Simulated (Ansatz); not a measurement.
Reaction (redistribution): `[NH2][Y]([NH2])[NH2]` + `[SiH3][O][Ga]([Cl])[Cl]` → `[NH2][Y]([NH2])[Cl]` + `[NH2][Ga]([Cl])[O][SiH3]`

Computed with Ansatz on PBE0-D4/def2-TZVP structures; ΔE is electronic, products minus reactants. CCSD(T)/CBS adds triple-zeta CCSD(T) − MP2 to the extrapolated MP2 energy (def2 sets, frozen cores). Functionals use def2-TZVPP. Elements past krypton have def2 core potentials. For Ga, Y outer-core shells are correlated without core-valence functions, which leaves a few kJ/mol of doubt a bond. Scalar relativity is left out up to krypton. One conformer a species, not always the lowest.

```tsv
species	r2SCAN-D4 energy (Eh)
`[NH2][Y]([NH2])[NH2]`	-206.29893
`[SiH3][O][Ga]([Cl])[Cl]`	-3211.89763
`[NH2][Y]([NH2])[Cl]`	-610.59400
`[NH2][Ga]([Cl])[O][SiH3]`	-2807.63362
```

(1) Work out ΔE.

Largest T1 diagnostic among the species: 0.012.

## Answers

(1) ΔE = (-610.59400) + (-2807.63362) − (-206.29893) − (-3211.89763) = -0.03106 Eh = -19.5 kcal/mol. CCSD(T)/CBS gives -20.2 kcal/mol.

From PBE to PBE0 (25 % exact exchange), in def2-TZVPP and without D4, ΔE moves by −1.4 kcal/mol. In def2-TZVPP, CCSD(T) changes the Hartree–Fock value by +2.6 kcal/mol (the triples alone add +0.4 kcal/mol) and MP2 by +2.4 kcal/mol.
